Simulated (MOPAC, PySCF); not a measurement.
C$_{3}$H$_{9}$Ga, SMILES `[CH3][Ga]([CH3])[CH3]`, neutral singlet in the gas phase. 

Cartesian coordinates (Å):
SMILES: [CH3][Ga]([CH3])[CH3]
```xyz
13

C     -1.0315    -1.6885    -0.0759
Ga     0.0057     0.0074    -0.0081
C     -0.9533     1.7494    -0.0204
C      1.9910    -0.0529     0.0873
H     -0.4365    -2.5522     0.2215
H     -1.9183    -1.6332     0.5583
H     -1.3801    -1.8569    -1.0991
H     -1.0873     2.0906     1.0106
H     -0.3842     2.5186    -0.5446
H     -1.9431     1.6688    -0.4712
H      2.4461     0.9325    -0.0115
H      2.3002    -0.4790     1.0457
H      2.3913    -0.7046    -0.6927
```
Charge 0, spin multiplicity 1.

All levels are single points at this geometry (B3LYP-D3(BJ)/def2-TZVP); Pople sets use spherical d functions. Orbital energies aren't observables, and empty levels follow the basis.

```json
[
 {"level": "M06-2X/def2-TZVP in PySCF", "HOMO (eV)": "-8.55", "LUMO (eV)": "-0.05", "gap (eV)": "8.49", "dipole (D)": "0.01", "vertical IE, Delta-SCF (eV)": "9.60"},
 {"level": "PBE-D3(BJ)/def2-TZVP in PySCF", "HOMO (eV)": "-6.19", "LUMO (eV)": "-1.35", "gap (eV)": "4.83", "dipole (D)": "0.01", "vertical IE, Delta-SCF (eV)": "–"},
 {"level": "B3LYP/6-311+G** (LANL2DZ on Ga) in PySCF", "HOMO (eV)": "-7.27", "LUMO (eV)": "-0.74", "gap (eV)": "6.53", "dipole (D)": "0.02", "vertical IE, Delta-SCF (eV)": "–"},
 {"level": "HF/6-31G* in PySCF", "HOMO (eV)": "-10.21", "LUMO (eV)": "2.19", "gap (eV)": "12.39", "dipole (D)": "0.01", "vertical IE, Delta-SCF (eV)": "8.78"},
 {"level": "PM6 in MOPAC", "HOMO (eV)": "-10.55", "LUMO (eV)": "0.60", "gap (eV)": "11.15", "dipole (D)": "0.07", "vertical IE, Delta-SCF (eV)": "–"},
 {"level": "PM7 in MOPAC", "HOMO (eV)": "-10.32", "LUMO (eV)": "1.29", "gap (eV)": "11.61", "dipole (D)": "0.04", "vertical IE, Delta-SCF (eV)": "–"}
]
```
